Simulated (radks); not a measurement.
Problem. All-electron atom: the tin ion Sn36+ in [Ne] 3s2 3p2. All-electron calculation, scalar-relativistic Kohn-Sham, PBE, spin-polarised, spherical densities, point nucleus; open shells are filled with parallel spins first (spin-orbit coupling, left out, can overturn this in heavy ions). Program: a radial shooting solver on a logarithmic mesh with Libxc functionals. Some entries of the table are withheld. Estimate them.

| orbital | occ. | eigenvalue (hartree) | <r^2> (bohr^2) |
|---|---|---|---|
| 1s up | 1 | -1143.980 | 0.001142 |
| 1s down | 1 | -1143.817 | 0.001142 |
| 2s up | 1 | -235.1480 | 0.01800 |
| 2s down | 1 | -235.0191 | 0.01798 |
| 2p up | 3 | -219.4714 | 0.01412 |
| 2p down | 3 | -219.2919 | 0.01411 |
| 3s up | 1 | -92.20537 | 0.1031 |
| 3s down | 1 | -91.58299 | 0.1035 |
| 3p up | 2 | (1) | 0.09820 |
| 3p down | 0 | (2) | 0.09851 |
| 3d up | 0 | (3) | 0.07662 |
| 3d down | 0 | (4) | 0.07648 |
| 4s up | 0 | -48.50484 | 0.3563 |
| 4s down | 0 | -48.27846 | 0.3581 |
| 4p up | 0 | -46.47600 | 0.3560 |
| 4p down | 0 | -46.25511 | 0.3578 |

Solution. 
(1) 3p up eigenvalue (hartree): -87.26669
(2) 3p down eigenvalue (hartree): -86.64747
(3) 3d up eigenvalue (hartree): -81.31510
(4) 3d down eigenvalue (hartree): -80.80523
